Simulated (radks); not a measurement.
Species: Fe2+. Configuration: [Ar] 3d6.

Method: scalar-relativistic Kohn-Sham, r2SCAN, spin-unpolarised, spherical densities, finite nucleus; meta-GGA in the generalised Kohn-Sham scheme; Fermi nuclear charge, rms radius 3.7377 fm; computed with a radial shooting solver on a logarithmic mesh with Libxc functionals.

Energy parts (hartree):
| part | energy |
|---|---|
| total | -1271.72473 |
| kinetic | 1286.99288 |
| electron-nucleus | -3024.86913 |
| Hartree | 521.50373 |
| exchange-correlation | -55.35221 |

Orbitals (lengths in bohr, moments of r in powers of bohr; <r^-3> diverges for s and p1/2; r(max) is where P^2 peaks):
[
 {"orbital": "1s", "occ.": "2", "eigenvalue (hartree)": "-258.7882", "<r^-3>": "-", "r(max)": "0.03827", "<r^4>": "0.00005449"},
 {"orbital": "2s", "occ.": "2", "eigenvalue (hartree)": "-31.12995", "<r^-3>": "-", "r(max)": "0.2221", "<r^4>": "0.01229"},
 {"orbital": "2p", "occ.": "6", "eigenvalue (hartree)": "-26.56899", "<r^-3>": "481.4", "r(max)": "0.1799", "<r^4>": "0.009444"},
 {"orbital": "3s", "occ.": "2", "eigenvalue (hartree)": "-4.25016", "<r^-3>": "-", "r(max)": "0.7006", "<r^4>": "0.9330"},
 {"orbital": "3p", "occ.": "6", "eigenvalue (hartree)": "-2.95263", "<r^-3>": "59.07", "r(max)": "0.7145", "<r^4>": "1.313"},
 {"orbital": "3d", "occ.": "6", "eigenvalue (hartree)": "-0.94102", "<r^-3>": "5.067", "r(max)": "0.7153", "<r^4>": "5.540"}
]

The highest occupied level is 3d at -25.606 eV. Summed over all electrons, <r^2> = 16.28 bohr^2, which gives a Langevin (diamagnetic) susceptibility term of -12.9 x 10^-6 cm^3/mol.
